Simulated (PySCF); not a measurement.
Tin: a sound run and one with changed settings

Sound run: Sn⁺ [Kr] 4d10 5s2 5p1, Sn²⁺ [Kr] 4d10 5s2. Calculation: PySCF 2.14, in cc-pVTZ-PP with ECP28MDF (5s4p3d1f, 39 functions); a scalar-relativistic core potential. In the sound run the correlated levels freeze 4s2 4p6 4d10 outside the core potential. The sound run starts from symmetry-adapted Hartree-Fock orbitals and uses a fine grid where one is needed.

Changed run: a valence shell is frozen. This setting is unsound on purpose.

Ionisation energy of Sn⁺:

| method | sound run (eV) | changed run (eV) |
| --- | --- | --- |
| UHF | 13.741 | 13.741 |
| MP2 | 13.946 | 13.741 |
| SCS-MP2 | 13.934 | 13.741 |
| CCSD | 14.012 | 13.741 |
| CCSD(T) | 14.030 | 13.741 |
| CCSDT | n/a | 13.741 |
| FCI | n/a | 13.741 |

Freezing a valence shell removes pair correlation that changes on ionisation.

For comparison, NIST gives 14.633 eV between the lowest levels.
